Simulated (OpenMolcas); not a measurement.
## Computed levels of W+

- Program: OpenMolcas
- Method: CASSCF
- Basis: ANO-RCC-VTZP [8s7p5d3f2g1h]
- Scalar Hamiltonian: DKH2, point nucleus
- Active space: 5 electrons in 6 orbitals (5d 6s)
- State averaging: 2S+1 = 6 even, 6 roots; 2S+1 = 4 even, 35 roots; 2S+1 = 2 even, 5 roots (0 in the spin-orbit step)
- Spin-orbit coupling: state interaction with AMFI integrals over the reference wave functions, term energies averaged over their components

With spin-orbit coupling, above the lowest level:

```csv
Configuration,Term,J,E (cm-1),Measured (cm-1),g,Term weight %,Second
5d4 6s,6D,1/2,0.0,0.0,3.292,93,7 4P
5d4 6s,6D,3/2,985,1519,1.862,96,4 4P
5d4 6s,6D,5/2,2402,3172,1.655,98,
5d4 6s,6D,7/2,4038,4716,1.582,98,
5d4 6s,6D,9/2,5694,6147,1.547,96,4 4F
5d5,6S,5/2,8389,7420,1.974,93,6 5d4 6s 4P
5d4 6s,4P,1/2,12758,,2.618,90,7 6D
5d4 6s,4P,3/2,13817,,1.643,81,13 4D
5d4 6s,4P,5/2,16241,,1.359,37,33 4F
```

Against the 5 measured excited levels shown (NIST Handbook of Basic Atomic Spectroscopic Data) the mean absolute deviation is 680 cm-1; the largest miss in energy is 5d5 6S 5/2: computed 8389, measured 7420 cm-1 (+13.1 %), and the largest in proportion 5d4 6s 6D 3/2 (-35.1 %).

Spin-orbit coupling puts the lowest level 4085 cm-1 below the lowest spin-free term.

For 6D the intervals divided by the larger J are 656.8, 566.8, 467.3, 368.1 cm-1. Landé's interval rule makes them equal in pure LS coupling; they differ by 56 % of their mean. The multiplet is regular.

Some high roots are left out of the spin-orbit mixing, which shifts the levels that they would mix with. Without dynamic correlation excited terms often stand tens of per cent too high (terms of higher spin than the ground term too low), and those without a measured partner can miss by more than the paired ones. A single d shell beside an s shell can misplace configurations of different d count against each other. Measured partners are found by configuration, term and J. A level has none where our copy of the source lacks it or the pairing is in doubt (some pairs that miss far off the trend of their configuration count as doubtful), and it then counts in no deviation. Only configurations of the active space appear. The first state left out of the spin-orbit step lies near 20000 cm-1 above the lowest spin-free state of the reference (among the parities and spins computed), and the list stops at four fifths of that energy or lower.

The term weight is that of the spin-free term in the level, not the purity of its configuration.
